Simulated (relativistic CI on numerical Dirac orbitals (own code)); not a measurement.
Crystal-field levels of Os6+, 5d2

Calculated by Dirac-Coulomb-Breit CI, separate exchange-only KLI orbitals for each configuration, model QED (radiative potential, 1s self-energy scaled to tabulated hydrogen-like ionisation energies), valence Slater integrals scaled by 0.75, one configuration in a parametric crystal field (own radial code).

Field parameters in Wybourne normalisation: Oh B⁴₀ = 21Dq, B⁴₄ = √(5/14) B⁴₀. The field is a parameter set, without covalency.

S and J are read from ⟨S²⟩ = S(S + 1) and ⟨J²⟩ = J(J + 1) of each level; they are not fictitious spins.

Oh, 10Dq = 10000 cm⁻¹, the lowest 10 levels:

```json
{"E (cm⁻¹)": "0.0", "Degeneracy": "2", "Irrep": "E", "S": "0.94", "J": "2.14"}
{"E (cm⁻¹)": "1105", "Degeneracy": "3", "Irrep": "T2", "S": "0.92", "J": "2.26"}
{"E (cm⁻¹)": "9562", "Degeneracy": "3", "Irrep": "T1", "S": "0.99", "J": "3.15"}
{"E (cm⁻¹)": "11997", "Degeneracy": "1", "Irrep": "A1", "S": "0.92", "J": "3.05"}
{"E (cm⁻¹)": "12992", "Degeneracy": "3", "Irrep": "T2", "S": "0.86", "J": "3.09"}
{"E (cm⁻¹)": "15272", "Degeneracy": "1", "Irrep": "A2", "S": "1.00", "J": "3.00"}
{"E (cm⁻¹)": "18013", "Degeneracy": "2", "Irrep": "E", "S": "0.41", "J": "2.79"}
{"E (cm⁻¹)": "19437", "Degeneracy": "3", "Irrep": "T1", "S": "0.94", "J": "3.62"}
{"E (cm⁻¹)": "20485", "Degeneracy": "3", "Irrep": "T2", "S": "0.61", "J": "2.51"}
{"E (cm⁻¹)": "20525", "Degeneracy": "2", "Irrep": "E", "S": "0.94", "J": "3.68"}
```

Oh, 10Dq = 18000 cm⁻¹, the lowest 10 levels:

```csv
E (cm⁻¹),Degeneracy,Irrep,S,J
0.0,2,E,0.95,2.29
932,3,T2,0.93,2.43
8712,3,T1,0.99,3.22
10334,1,A1,0.93,3.24
14956,3,T2,0.53,3.16
17271,2,E,0.28,2.94
21407,1,A2,1.00,3.00
24140,3,T2,0.82,2.76
24854,3,T1,0.96,3.45
25681,2,E,0.96,3.62
```

Oh, 10Dq = 25950 cm⁻¹, the lowest 10 levels:

| E (cm⁻¹) | Degeneracy | Irrep | S | J |
| --- | --- | --- | --- | --- |
| 0.0 | 2 | E | 0.95 | 2.40 |
| 723 | 3 | T2 | 0.94 | 2.51 |
| 8057 | 3 | T1 | 1.00 | 3.24 |
| 9332 | 1 | A1 | 0.93 | 3.30 |
| 15415 | 3 | T2 | 0.31 | 3.19 |
| 16666 | 2 | E | 0.21 | 3.04 |
| 28257 | 1 | A2 | 1.00 | 3.00 |
| 29128 | 1 | A1 | 0.53 | 2.91 |
| 30024 | 3 | T2 | 0.93 | 2.86 |
| 31415 | 3 | T1 | 0.97 | 3.39 |

Oh, 10Dq = 33950 cm⁻¹, the lowest 10 levels:

```json
{"E (cm⁻¹)": "0.0", "Degeneracy": "2", "Irrep": "E", "S": "0.95", "J": "2.48"}
{"E (cm⁻¹)": "568", "Degeneracy": "3", "Irrep": "T2", "S": "0.95", "J": "2.57"}
{"E (cm⁻¹)": "7597", "Degeneracy": "3", "Irrep": "T1", "S": "1.00", "J": "3.25"}
{"E (cm⁻¹)": "8683", "Degeneracy": "1", "Irrep": "A1", "S": "0.94", "J": "3.34"}
{"E (cm⁻¹)": "15415", "Degeneracy": "3", "Irrep": "T2", "S": "0.22", "J": "3.21"}
{"E (cm⁻¹)": "16231", "Degeneracy": "2", "Irrep": "E", "S": "0.18", "J": "3.09"}
{"E (cm⁻¹)": "30119", "Degeneracy": "1", "Irrep": "A1", "S": "0.32", "J": "2.97"}
{"E (cm⁻¹)": "35550", "Degeneracy": "1", "Irrep": "A2", "S": "1.00", "J": "3.00"}
{"E (cm⁻¹)": "36932", "Degeneracy": "3", "Irrep": "T2", "S": "0.96", "J": "2.91"}
{"E (cm⁻¹)": "38556", "Degeneracy": "3", "Irrep": "T1", "S": "0.97", "J": "3.35"}
```

Oh, 10Dq = 41950 cm⁻¹, the lowest 10 levels:

```csv
E (cm⁻¹),Degeneracy,Irrep,S,J
0.0,2,E,0.95,2.53
459,3,T2,0.95,2.60
7271,3,T1,1.00,3.26
8239,1,A1,0.94,3.36
15320,3,T2,0.18,3.22
15918,2,E,0.16,3.13
30457,1,A1,0.24,2.93
43066,1,A2,1.00,3.00
44259,3,T2,0.98,2.94
45980,3,T1,0.97,3.33
```

The free-ion ground term has S = 1. Every field shown keeps that spin.

Levels of this model without a field, named by their leading LS term (the scale mimics covalency, so terms lie below those of the real free ion): 3F_2 0, 3F_3 9750, 3P_0 14343, 3F_4 16910, 1D_2 18255, 3P_1 20414, 1G_4 28850, 3P_2 31143 cm⁻¹.
